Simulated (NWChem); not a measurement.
System: GeSiH4, singlet; SMILES [SiH3][GeH]

NWChem input:

```
start job
memory heap 200 mb stack 900 mb global 1100 mb
geometry units angstroms noautosym nocenter noautoz
  Ge     0.001374     0.875323     0.146171
  H      1.562203     0.786647    -0.183967
  Si    -0.053804    -1.580424     0.023034
  H      0.896763    -2.154548     1.033301
  H      0.401141    -2.023887    -1.337217
  H     -1.403516    -2.177894     0.272272
end
basis spherical
  * library cc-pvtz
end
dft
  xc hfexch
  iterations 150
end
property
  efieldgrad
end
task dft property
```

Parts of the log:

```
             Northwest Computational Chemistry Package (NWChem) 7.3.0
             --------------------------------------------------------

                             Geometry "geometry" -> ""
                             -------------------------

 Output coordinates in angstroms (scale by  1.889725989 to convert to a.u.)

  No.       Tag          Charge          X              Y              Z
 ---- ---------------- ---------- -------------- -------------- --------------
    1 Ge                  32.0000     0.00137400     0.87532300     0.14617100
    2 H                    1.0000     1.56220300     0.78664700    -0.18396700
    3 Si                  14.0000    -0.05380400    -1.58042400     0.02303400
    4 H                    1.0000     0.89676300    -2.15454800     1.03330100
    5 H                    1.0000     0.40114100    -2.02388700    -1.33721700
    6 H                    1.0000    -1.40351600    -2.17789400     0.27227200

 Effective nuclear repulsion energy (a.u.)     140.8485673059

  xc_inp: hfexch multiplicative factor not found.
                              NWChem Property Module
                              ----------------------

  itol2e modified to match energy
  convergence criterion.

                                 NWChem DFT Module
                                 -----------------

 Summary of "ao basis" -> "ao basis" (spherical)
 ------------------------------------------------------------------------------
       Tag                 Description            Shells   Functions and Types
 ---------------- ------------------------------  ------  ---------------------
 Ge                         cc-pvtz                 15       43   6s5p3d1f
 H                          cc-pvtz                  6       14   3s2p1d
 Si                         cc-pvtz                 12       34   5s4p2d1f

  itol2e modified to match energy
  convergence criterion.

[...]

          -----------------------
          Electric field gradient
          -----------------------

 1 a.u. = 0.324123 10**(16) esu/cm**3  ( or statvolts/cm**2 ) = 0.97174 10**(22) v/m**2

 ------------------------------------------------------------
   Atom      X         Y         Z
 ------------------------------------------------------------
    1 Ge   0.00260   1.65412   0.27622
 ------------------------------------------------------------

 Electric field gradient in molecular frame (a.u.)
         XX             YY             ZZ             XY             XZ             YZ
 ------------------------------------------------------------------------------------------
        2.051715       2.718609      -4.770324      -0.841700      -1.541595       0.604460

 Principal components (a.u.) and orientation
 of principal axis w.r.t. absolute frame                      Asymmetry parameter eta
 --------------------------------------------------------------------------------------
       -5.124657       3.527700       1.596957                       0.376755

        0.203724      -0.616461       0.760574
       -0.053476       0.768699       0.637371
        0.977567       0.170520      -0.123637

 ------------------------------------------------------------
   Atom      X         Y         Z
 ------------------------------------------------------------
    2 H    2.95214   1.48655  -0.34765
 ------------------------------------------------------------

 Electric field gradient in molecular frame (a.u.)
         XX             YY             ZZ             XY             XZ             YZ
 ------------------------------------------------------------------------------------------
       -0.102544       0.064706       0.037838       0.005623       0.030907      -0.000055

 Principal components (a.u.) and orientation
 of principal axis w.r.t. absolute frame                      Asymmetry parameter eta
 --------------------------------------------------------------------------------------
       -0.109222       0.064940       0.044282                       0.189131

        0.978127       0.041964       0.203732
       -0.031688       0.998068      -0.053443
       -0.205581       0.045818       0.977567

 ------------------------------------------------------------
   Atom      X         Y         Z
 ------------------------------------------------------------
    3 Si  -0.10167  -2.98657   0.04353
 ------------------------------------------------------------

 Electric field gradient in molecular frame (a.u.)
         XX             YY             ZZ             XY             XZ             YZ
 ------------------------------------------------------------------------------------------
       -0.032369       0.066868      -0.034498       0.026747       0.001145      -0.000148

 Principal components (a.u.) and orientation
 of principal axis w.r.t. absolute frame                      Asymmetry parameter eta
 --------------------------------------------------------------------------------------
        0.073618      -0.039388      -0.034230                       0.070074

        0.244704       0.944058       0.221075
        0.969597      -0.237962      -0.057060
        0.001260      -0.228316       0.973586

 ------------------------------------------------------------
   Atom      X         Y         Z
 ------------------------------------------------------------
    4 H    1.69464  -4.07151   1.95266
 ------------------------------------------------------------

[...]
```

Level: Hartree-Fock/cc-pVTZ. Low-valent species are run as closed-shell singlets; no triplet was tried in these runs. All runs use the structure optimised with PBE0/def2-SVP. NWChem prints the field gradient with the sign opposite to the second derivative of the potential.
